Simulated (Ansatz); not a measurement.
`CC(C)(C)CO` + `[NH2][Al]([OH])[SH]` → `C[NH][Al]([OH])[SH]` + `CC(C)CO`  (substitution at a C–C bond)

Program: Ansatz. Geometries: PBE0-D4/def2-TZVP. ΔE: electronic, gas phase. CBS: MP2 limit from def2 TZ/QZ plus the TZ coupled-cluster correction, frozen cores. Functionals use def2-TZVPP. Each species was taken in one conformer, which may not be the lowest.

Question: Is it downhill or uphill in electronic energy at CCSD(T)/CBS, and by how much? (An estimate is asked.)

Answer: Ansatz gave: Uphill: ΔE = +54.3 kJ/mol.

Question: What do these levels give: PBE0-D4, PBE, CCSD/def2-TZVPP, CCSD(T)/def2-TZVPP, HF/def2-QZVPP, CCSD/CBS(def2)? (Estimate.)

Answer: The calculation gave: PBE0-D4 47.1, PBE 40.9, CCSD/def2-TZVPP 51.8, CCSD(T)/def2-TZVPP 53.7, HF/def2-QZVPP 38.3, CCSD/CBS(def2) 52.4 kJ/mol.

Largest T1 diagnostic among the species: 0.011.

In def2-TZVPP, CCSD(T) changes the Hartree–Fock value by +15.1 kJ/mol (the triples alone add +1.9 kJ/mol) and MP2 by +20.3 kJ/mol. The D4 term adds +5.9 kJ/mol with B3LYP and +3.2 kJ/mol with PBE0; it sums over pairs of atoms, weighted by their polarisabilities, and B3LYP, whose exchange is more repulsive, gets the larger term.

B3LYP here is the variant with VWN-RPA as its local correlation; programs differ in this.
